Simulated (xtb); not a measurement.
C4H6OSe, SMILES O=C1CC[C@@H]1[SeH]. All values are semi-empirical tight-binding results from xtb (GFN2-xTB unless named), good for trends rather than for accurate numbers. Geometry optimised at GFN2-xTB. The structure was generated by enumeration; whether it is a known compound was not checked. The values are those of a single conformer.

Optimised geometry:

```xyz
12

O     -0.4050     2.1629     0.5975
C     -0.9602     1.1470     0.3030
C     -2.2239     0.4506     0.7480
C     -1.7202    -0.8296     0.0566
C     -0.5651    -0.0245    -0.5660
Se     1.3029    -0.6174    -0.2628
H     -2.3610     0.4089     1.8272
H     -3.1175     0.8798     0.2984
H     -2.4036    -1.2847    -0.6564
H     -1.3790    -1.5865     0.7599
H     -0.6732     0.1624    -1.6359
H      1.6898     0.6494     0.3112
```

orbital gap: 2.60 eV
zero-point energy: 54.1 kcal/mol
G − E(el) at 298.15 K (modified RRHO): 33.8 kcal/mol
static polarisability (D4 model): 74.1 bohr³
solvation energy, GFN2-xTB/ALPB(water): -3.0 kcal/mol
solvation energy, GFN2-xTB/ALPB(chcl3): -6.9 kcal/mol

Problem. Give the atomic charges and the Wiberg bond orders between heavy atoms. (The exact figures need the calculation; the answer reports its results.)

Solution. charges (e) O1 -0.33, C2 0.25, C3 -0.09, C4 -0.06, C5 -0.02, Se6 -0.24, H7 0.07, H8 0.07, H9 0.05, H10 0.06, H11 0.07, H12 0.16. Bond orders O1–C2 1.88, C2–C3 0.98, C3–C4 1.00, C2–C5 0.98, C4–C5 0.99, C5–Se6 0.96.
